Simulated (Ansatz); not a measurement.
```yaml
crystal:
  periodic: [true, true, true]
  atoms:
    - {symbol: Cl, position_ang: [-0.962293, 2.870973, 2.333776]}
    - {symbol: Si, position_ang: [-0.682506, 0.860666, 2.126428]}
    - {symbol: Cl, position_ang: [0.216277, 0.148451, 3.813896]}
    - {symbol: Cl, position_ang: [-2.504498, -0.032241, 1.934950]}
    - {symbol: Sn, position_ang: [0.743957, 0.356045, 0.062579]}
    - {symbol: Si, position_ang: [-0.514609, 1.208484, -1.996157]}
    - {symbol: Cl, position_ang: [-2.338083, 0.305042, -2.107222]}
    - {symbol: Cl, position_ang: [-0.794605, 3.226308, -1.883630]}
    - {symbol: Cl, position_ang: [0.524535, 0.786947, -3.700592]}
    - {symbol: Si, position_ang: [0.966461, -2.185078, -0.142636]}
    - {symbol: Cl, position_ang: [2.037765, -2.681630, -1.806479]}
    - {symbol: Cl, position_ang: [-0.884780, -3.025063, -0.287588]}
    - {symbol: Cl, position_ang: [1.905565, -2.959927, 1.494517]}
    - {symbol: H, position_ang: [2.274012, 1.091826, 0.186959]}
basis:
  gaussian: {orbitals: STO-3G}
hamiltonian: {xc: {name: B97M-V}}
output: {forces: true}
```

```sh
$ ansatz run in.yaml --threads 11 --pin off --events-out ev --progress --plain --max-ram 174080MiB --backend cpu
```

Output, abridged:

```
Error: YAML parse error: error: line 2 column 3: crystal: missing field `lattice` (a structure is typed as `lattice` and `atoms`, a molecule's as `atoms` in Å alone, or read from a run's directory, `checkpoint`)
 --> <input>:2:3
  |
1 | crystal:
2 |   periodic: [true, true, true]
  |   ^ crystal: missing field `lattice` (a structure is typed as `lattice` and `atoms`, a molecule's as `atoms` in Å alone, or read from a run's directory, `checkpoint`)
3 |   atoms:
4 |     - {symbol: Cl, position_ang: [-0.962293, 2.870973, 2.333776]}
  |
```

Q: What is wrong with this run?

A: The molecule is marked periodic without a cell. The input was rejected before any iteration.
